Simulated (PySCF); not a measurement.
C₅H₉F, SMILES C[C@H](F)C1CC1.

Geometry: B3LYP-D3(BJ)/def2-SVP. The structure was generated by enumeration; whether it is a known compound was not checked. Other conformers were not sampled.

All values below come from HF/def2-TZVP (PySCF).

Isolated molecule, no solvent.

| Property | Result |
|---|---|
| total energy | -294.10083 hartree |
| highest occupied level | -11.45 eV |
| lowest empty level | 3.93 eV |
| orbital gap | 15.38 eV |
| dipole moment | 2.10 D |
| quadrupole, principal values (traceless, Buckingham form, about the centre of nuclear charge) | -6.45, 1.78, 4.67 D·Å |
| mean static polarisability | 56.1 bohr³ (8.32 Å³) |
| polarisability, principal values | 51.0, 55.1, 62.3 bohr³ |
